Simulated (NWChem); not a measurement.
System: CHBr$_{2}$F; SMILES FC(Br)Br

Input file for NWChem:

```
start job
memory heap 200 mb stack 900 mb global 1100 mb
geometry units angstroms noautoz
  F      1.857185    -0.194699     0.000000
  C      0.682751     0.429960     0.000000
  Br    -0.298589    -0.020424    -1.601319
  Br    -0.298589    -0.020424     1.601319
  H      0.825336     1.517696     0.000000
end
basis spherical
  * library def2-tzvpd
end
dft
  xc xpbe96 cpbe96
  iterations 150
  semidirect filesize 400000000
  mulliken
end
task dft energy
```

NWChem printed, in part:

```
             Northwest Computational Chemistry Package (NWChem) 7.3.0
             --------------------------------------------------------

 CS  symmetry detected

                             Geometry "geometry" -> ""
                             -------------------------

 Output coordinates in angstroms (scale by  1.889725989 to convert to a.u.)

  No.       Tag          Charge          X              Y              Z
 ---- ---------------- ---------- -------------- -------------- --------------
    1 F                    9.0000     1.85129559    -0.17978655     0.00000000
    2 C                    6.0000     0.66834429     0.42858859     0.00000000
    3 Br                  35.0000    -0.30668022    -0.03530919     1.60131900
    4 Br                  35.0000    -0.30668022    -0.03530919    -1.60131900
    5 H                    1.0000     0.79588913     1.51819053     0.00000000

 Effective nuclear repulsion energy (a.u.)     483.0127750953

      Symmetry information
      --------------------

 Group name             Cs
 Group number              2
 Group order               2
 No. of unique centers     4

  pbe96 is a nonlocal functional; adding pw91lda local functional.

                                 NWChem DFT Module
                                 -----------------

 Summary of "ao basis" -> "ao basis" (spherical)
 ------------------------------------------------------------------------------
       Tag                 Description            Shells   Functions and Types
 ---------------- ------------------------------  ------  ---------------------
 F                         def2-tzvpd               14       40   6s4p3d1f
 C                         def2-tzvpd               13       37   6s3p3d1f
 Br                        def2-tzvpd               19       57   7s6p5d1f
 H                         def2-tzvpd                5        9   3s2p

      Symmetry analysis of basis
      --------------------------

        a'        116
        a"         84

            General Information
            -------------------
          SCF calculation type: DFT
          Wavefunction type:  closed shell.
          No. of atoms     :     5
          No. of electrons :    86
           Alpha electrons :    43
            Beta electrons :    43
          Charge           :     0
          Spin multiplicity:     1
          Use of symmetry is: on ; symmetry adaption is: on
          Maximum number of iterations: 150
          AO basis - number of functions:   200
                     number of shells:    70
          Convergence on energy requested:  1.00D-06
          Convergence on density requested:  1.00D-05
          Convergence on gradient requested:  5.00D-04

              XC Information
              --------------
          PerdewBurkeErnzerhof Exchange Functional  1.000
            Perdew 1991 LDA Correlation Functional  1.000 local
           PerdewBurkeErnz. Correlation Functional  1.000 non-local

             Grid Information
             ----------------
          Grid used for XC integration:  medium
          Radial quadrature: Mura-Knowles
          Angular quadrature: Lebedev.
          Tag              B.-S. Rad. Rad. Pts. Rad. Cut. Ang. Pts.
          ---              ---------- --------- --------- ---------
          F                   0.50       49          12.0       434
          C                   0.70       49          12.0       434
          Br                  1.15      112          14.0       590
          H                   0.35       45          11.0       434
          Grid pruning is: on
          Number of quadrature shells:   255
          Spatial weights used:  Erf1

      Superposition of Atomic Density Guess
      -------------------------------------

 Sum of atomic energies:       -5282.38805351

      Non-variational initial energy
      ------------------------------

 Total energy =   -5283.392263
 1-e energy   =   -8318.861586
 2-e energy   =    2552.456548
 HOMO         =      -0.356400
 LUMO         =      -0.000677

      Symmetry analysis of molecular orbitals - initial
      -------------------------------------------------

  Numbering of irreducible representations:

     1 a'          2 a"

  Orbital symmetries:

     1 a"          2 a'          3 a'          4 a"          5 a'
     6 a"          7 a"          8 a'          9 a'         10 a"
    11 a'         12 a'         13 a'         14 a"         15 a'
    16 a"         17 a'         18 a'         19 a"         20 a"
    21 a'         22 a"         23 a'         24 a'         25 a"
    26 a"         27 a'         28 a'         29 a"         30 a"
    31 a'         32 a'         33 a"         34 a'         35 a'
    36 a"         37 a'         38 a'         39 a"         40 a'
    41 a"         42 a"         43 a'         44 a'         45 a"
    46 a'         47 a'         48 a'         49 a"         50 a"
    51 a'         52 a"         53 a'

------------------------------------------------------------
EAF file 0: "./job.aoints.0" size=507510784 bytes
------------------------------------------------------------
               write      read    awrite     aread      wait
               -----      ----    ------     -----      ----
     calls:      968         0         0         0         0
   data(b): 5.08e+08  0.00e+00  0.00e+00  0.00e+00
   time(s): 0.00e+00  0.00e+00  0.00e+00  0.00e+00  0.00e+00
rate(mb/s): 0.00e+00  0.00e+00
------------------------------------------------------------

     ---------------------------------------------
      Total Density - Mulliken Population Analysis
     ---------------------------------------------

[...]
```

Level: PBE/def2-TZVPD. All runs use the structure optimised with PBE0/def2-SVP.
